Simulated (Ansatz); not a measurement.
C3H7AlO2. Charge 0, multiplicity 1. The bonds changed during the relaxation, so this is another structure than the one it started from. The structure was optimised at the PBE0-D4/def2-TZVP level. It is one conformer, not always the lowest.

```xyz
13

O    -0.433   -2.026   -0.885
Al    0.988   -1.267   -0.305
C     0.912    0.668   -0.314
C    -0.473    1.309   -0.406
C    -0.831    0.583    0.888
O     0.509    0.030    1.065
H    -0.529   -2.976   -0.902
H     2.286   -2.086    0.070
H     1.747    1.348   -0.155
H    -0.477    2.396   -0.311
H    -1.064    1.024   -1.276
H    -1.566   -0.218    0.790
H    -1.071    1.215    1.743
```

(1) What is the dipole moment at B3LYP/def2-TZVPP? (Estimate.)

(2) And with PBE, r2SCAN, ωB97M-V? (An estimate is asked.)

(3) Give the Mulliken charges with B3LYP, ωB97M-V, PBE in def2-TZVPP. (An estimate is asked.)

Results:

(1) Computed: 1.66 D, with components (-1.19, 1.15, 0.18) D in this frame, pointing from negative to positive charge.

(2) The calculation gave: PBE 1.71 D, r2SCAN 1.73 D, ωB97M-V 1.66 D.

(3) The calculation gave: 
```csv
atom,B3LYP,ωB97M-V,PBE
O1,-0.45,-0.43,-0.41
Al2,0.50,0.47,0.38
C3,-0.12,-0.16,-0.11
C4,-0.17,-0.21,-0.14
C5,0.05,-0.01,0.03
O6,-0.28,-0.24,-0.19
H7,0.17,0.16,0.17
H8,-0.16,-0.12,-0.14
H9,0.09,0.11,0.08
H10,0.08,0.10,0.08
H11,0.09,0.11,0.08
H12,0.10,0.12,0.09
H13,0.09,0.10,0.08
```

B3LYP here is the variant with VWN-RPA as its local correlation; programs differ in this.
